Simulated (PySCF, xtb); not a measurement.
C5H7F, SMILES C#CC(C)(C)F.

GFN2-xTB (xtb) at its own geometry gives an orbital gap of 6.66 eV and a dipole moment of 2.46 D.

Coordinates come from a TPSSh-D3(BJ)/def2-SVP optimisation.

What does PySCF with PBE/def2-TZVP give? (An estimate is asked for; the answer gives what the named calculation found.)

gap 6.07 eV (levels -6.78 and -0.70 eV), dipole 1.81 D.
